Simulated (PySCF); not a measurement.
**Static response to an electric field**

C₅H₃N₃.
Numbering: `[N:1]#[C:2][CH2:3][CH:4]([C:5]#[N:6])[C:7]#[N:8]` (hydrogens: H9, H10 on C3; H11 on C4)

Structure used (GFN2-xTB), in Å, numbered top down from 1:
```
atom  x, y, z in Å
N1    -2.8388    0.5404   -0.6546
C2    -1.8505   -0.0115   -0.5087
C3    -0.5976   -0.6945   -0.2894
C4     0.3897    0.2257    0.4693
C5     1.5804   -0.5226    0.8281
N6     2.5054   -1.1344    1.0953
C7     0.7764    1.3521   -0.3624
N8     1.0773    2.2217   -1.0359
H9    -0.1726   -0.9890   -1.2542
H10   -0.7880   -1.5972    0.2998
H11   -0.0763    0.6118    1.3868
```

Level: PBE0/def2-SVPD (PySCF), static field, nuclei fixed, core orbitals frozen in the response. The polarisability tensor in these axes (au):

```
x   77.61 -6.86  6.20
y   -6.86 65.41 -9.28
z    6.20 -9.28 54.19
```

Q: Diagonalise the tensor; give its mean and Δα, where Δα² is half the sum of the squared differences of the eigenvalues.

A: Principal values 48.79, 64.54 and 83.88 au; mean 65.74 au = 9.74 Å³ = 10.84 × 10⁻⁴⁰ C²·m²/J; Δα = 30.44 au (46 % of the mean).

Q: What is the dipole moment, and where does it point?

A: (-0.72, -2.58, 1.49) D, 3.06 D in size, pointing from the negative to the positive side. Measured along this direction, the outermost atoms are N8 at the negative end and H10 at the positive end.

Q: What are the principal values of the traceless quadrupole moment, Θ = ½Σq(3rr − r²1), about the centre of nuclear charge?

A: -22.28, 3.23, 19.05 D·Å. The values depend on the origin, since the dipole doesn't vanish. The electronic extent ⟨r²⟩ about the same centre is 991 bohr², a root-mean-square distance of 2.27 Å for the 54 electrons.

Q: Rayleigh depolarisation ratio (linearly polarised light, static tensor)?

A: ρ = 3Δα²/(45ᾱ² + 4Δα²) = 2779.0/(194455 + 3705.3) = 0.014.

Q: How large is μ²/3kT at 500 K beside α?

A: In Gaussian units μ²/3kT = 45.29 Å³ against 9.74 Å³, a ratio of 4.65; the Debye molar polarisation (4π/3)N_A(α + μ²/3kT) is 138.8 cm³/mol, leaving out the vibrational part.

Q: Molar refractivity from α?

A: Lorentz–Lorenz: R = (4π/3)N_A α = 2.5225 cm³/(mol·Å³) × 9.74 Å³ = 24.6 cm³/mol, in the limit of long wavelengths.

Q: What would n − 1 = 2πNα be for an ideal gas of these molecules at 400 K and 1 atm, electronic part alone?

A: N = p/kT = 1.8347 × 10¹⁹ cm⁻³, so n − 1 = 2π × N × 9.74 × 10⁻²⁴ cm³ = 1123 × 10⁻⁶ at long wavelengths.

One conformer (not necessarily the lowest) at the GFN2-xTB geometry, without solvent, vibrations or thermal averaging.
